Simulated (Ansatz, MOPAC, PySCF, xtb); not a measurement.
Diatomic GeS, closed-shell singlet (the spin of the measured ground state). No spin–orbit coupling. Ge is treated without relativity.

Constants: fifth-degree fit in 1/R to seven points, most abundant isotopes. Runs in def2 and cc sets follow the lowest solution found near the PBE0 minimum. The singlet is held restricted. HF and MP2 rows in def2 and cc sets belong to the determinant that coupled cluster picked by its CCSD energy.

Run with Ansatz (a program for electronic structure) with Gaussian orbitals; MOPAC for AM1, PM6, PM7 (differences of heats of formation); PySCF for 3-21G rows, LANL2DZ rows; xtb for the GFN methods. Each number belongs to the level named beside it.

```csv
level,r_e (Å),ω_e (cm⁻¹),B_e (cm⁻¹),ω_e x_e (cm⁻¹),D_e (eV),dipole (D)
AM1,2.032,460,0.183,-0.65,-,-
PM6,2.009,542,0.187,0.87,-,-
PM7,2.043,471,0.181,0.93,-,-
GFN1-xTB,2.023,648,0.185,2.3,-,-
GFN2-xTB,2.035,607,0.182,1.9,-,-
HF/3-21G,2.069,568,0.176,1.2,-,3.95
HF/def2-TZVPP,1.998,633,0.189,1.4,-,-
HF/def2-QZVPP,1.995,631,0.190,1.4,-,-
SVWN5/def2-TZVPP,2.016,576,0.186,1.5,6.90,1.93
PBE/def2-TZVPP,2.038,559,0.182,1.5,6.00,2.07
BP86/LANL2DZ,2.134,486,0.166,1.2,-,2.72
r2SCAN/def2-TZVPP,2.019,584,0.185,1.5,5.82,2.03
B97M-V/def2-TZVPP,2.016,589,0.186,1.5,5.98,2.20
B3LYP/LANL2DZ,2.115,503,0.169,1.2,-,2.96
B3LYP/def2-TZVPP,2.029,574,0.184,1.5,5.63,2.26
BHLYP/def2-TZVPP,2.006,609,0.188,1.4,5.22,2.42
CAM-B3LYP/def2-TZVPP,2.005,605,0.188,1.4,5.51,2.31
wB97X-V/def2-TZVPP,1.998,620,0.189,1.4,5.75,2.34
wB97M-V/def2-TZVPP,2.005,610,0.188,1.4,5.72,2.31
B2PLYP/def2-TZVPP,2.029,569,0.183,1.6,5.70,-
MP2/def2-TZVPP,2.021,586,0.185,1.4,-,-
MP2/def2-QZVPP,2.010,589,0.187,1.5,-,-
"MP2/CBS(def2-TZVPP, def2-QZVPP)",2.004,593,0.188,1.4,-,-
SCS-MP2/def2-TZVPP,2.022,587,0.185,1.4,-,-
SCS-MP2/def2-QZVPP,2.013,590,0.186,1.4,-,-
CCSD/def2-TZVPP,2.015,600,0.186,1.4,5.21,-
CCSD/def2-QZVPP,2.005,605,0.188,1.4,5.38,-
CCSD(T)/def2-TZVPP,2.029,575,0.183,1.6,5.53,-
CCSD(T)/def2-QZVPP,2.018,581,0.186,1.6,5.72,-
"CCSD(T)/CBS(def2-TZVPP, def2-QZVPP)",2.011,586,0.187,1.6,5.87,-
```

D_e counts from each atom's lowest state at the same level, without counterpoise or zero-point energy.

Correlated levels freeze the inner cores; with def2 sets outer-core shells near the valence are correlated too. CBS: X⁻³ extrapolation of the correlation energy, Hartree–Fock from the larger set. Rows in 3-21G, LANL2DZ carry no dispersion term and start afresh at each structure; the Pople sets are all-electron and without relativity. LANL2DZ brings its own core potentials from Na on. The state reached by AM1, PM6, PM7 isn't checked; PM7 holds dispersion and hydrogen-bond terms.

Measured for the ground state: r_e 2.0121 Å [microwave values compiled in ACS Omega 2, 8373 (2017)]. ω_e 579.2 cm-1, ω_e x_e 1.6872 cm-1, B_e 0.18979 cm-1, α_e 0.00076859 cm-1 [NIST CCCBDB]. D_0 5.496 ± 0.031 eV (a handbook's tabulated 298 K bond energy less 3RT/2; such tables hold older values) [Luo, bond dissociation energies, CRC Handbook]. dipole 2 D [compilation of Liu, Meijer and Pérez-Ríos].
